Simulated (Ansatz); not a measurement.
A structure relaxed at PBE0-D4/def2-TZVP, charge 0, multiplicity 1:

```json
{"atom": "Si1", "x (Å)": "-0.7966", "y (Å)": "-0.1384", "z (Å)": "-1.4413"}
{"atom": "N2", "x (Å)": "0.6431", "y (Å)": "-0.0458", "z (Å)": "-0.3578"}
{"atom": "Ga3", "x (Å)": "0.3100", "y (Å)": "0.1701", "z (Å)": "1.6782"}
{"atom": "Cl4", "x (Å)": "-0.7731", "y (Å)": "2.0315", "z (Å)": "1.7578"}
{"atom": "Cl5", "x (Å)": "2.3536", "y (Å)": "0.2221", "z (Å)": "2.3693"}
{"atom": "Cl6", "x (Å)": "-0.8088", "y (Å)": "-1.6142", "z (Å)": "2.1357"}
{"atom": "H7", "x (Å)": "-0.3028", "y (Å)": "-0.2841", "z (Å)": "-2.8320"}
{"atom": "H8", "x (Å)": "-1.5336", "y (Å)": "1.1265", "z (Å)": "-1.2649"}
{"atom": "H9", "x (Å)": "-1.5607", "y (Å)": "-1.3263", "z (Å)": "-1.0176"}
{"atom": "H10", "x (Å)": "1.2226", "y (Å)": "-0.8800", "z (Å)": "-0.4295"}
{"atom": "H11", "x (Å)": "1.2463", "y (Å)": "0.7386", "z (Å)": "-0.5981"}
```

(1) Give its formula and SMILES.

(2) Point group (tolerance 0.08 Å, 0.16 Å for H)?

(3) Summarise the bond lengths by kind.

Results:

(1) Cl3GaH5NSi, `[SiH3][NH2+][Ga-]([Cl])([Cl])[Cl]`.

(2) Cs.

(3) 1 × N–Si 1.804 Å; 3 × H–Si 1.475 to 1.483 Å; 1 × Ga–N 2.074 Å; 2 × H–N 1.018 Å; 3 × Cl–Ga 2.155 to 2.158 Å.

Results of the Gaussian-basis code of Ansatz.
